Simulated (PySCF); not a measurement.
A species of formula C9H13B has this rotational fingerprint, computed with PySCF 2.14.0, PBE0-D3(BJ)/def2-SVP geometry optimisation, gas phase:

```
Rotational constants : A = 2378, B = 1126, C = 1012 MHz
Dipole components    : |μa| = 0.07 D, |μb| = 0.03 D, |μc| = 0.22 D
Inertial defect      : -161.62 u·Å²
κ                    : -0.83
```

Question: Which structure is it? (One computed conformer of each.)
A. `C1[C@@H]2C=C[C@H]1C=C2B(C)C`
B. `CB(C)C1=CC2(C=C1)CC2`
C. `[CH3:1][B:2]([CH3:3])[C@H:4]1[C@H:5]2[CH:6]=[CH:7][C@@H:8]1[CH:9]=[CH:10]2` with C1–B2–C4–C5 33°
D. `[CH3:1][B:2]([CH3:3])[C:4]1=[CH:5][CH:6]=[CH:7][CH:8]=[CH:9][CH2:10]1` with C4–C5–C6–C7 30°, C6–C7–C8–C9 -30°, C8–C9–C10–C4 71°, B2–C4–C10–C9 104°

Answer: C. It is CB(C)[C@H]1[C@H]2C=C[C@@H]1C=C2, an asymmetric top. The candidates at the same level (rigid rotor, commonest isotopes):

```csv
SMILES,A (MHz),B (MHz),C (MHz),μa (D),μb (D),μc (D),Δ (u·Å²),point group,rotor
CB(C)C1=CC2(C=C1)CC2,2914,781.8,652.4,1.84,0.51,0.00,-45.28,–,asymmetric top
CB(C)C1=C[C@@H]2C=C[C@H]1C2,2584,969.6,847.3,0.58,0.22,0.02,-120.40,C1,asymmetric top
CB(C)[C@H]1[C@H]2C=C[C@@H]1C=C2,2378,1126,1012,0.07,0.03,0.22,-161.62,near Cs,asymmetric top
CB(C)C1=CC=CC=CC1,2357,950.7,736.6,0.31,0.12,0.17,-59.96,C1,asymmetric top
```

`CB(C)C1=C[C@@H]2C=C[C@H]1C2` has C 16 % too low; `CB(C)C1=CC=CC=CC1` has C 27 % too low; `CB(C)C1=CC2(C=C1)CC2` has C 36 % too low. No structure here is proved a minimum.
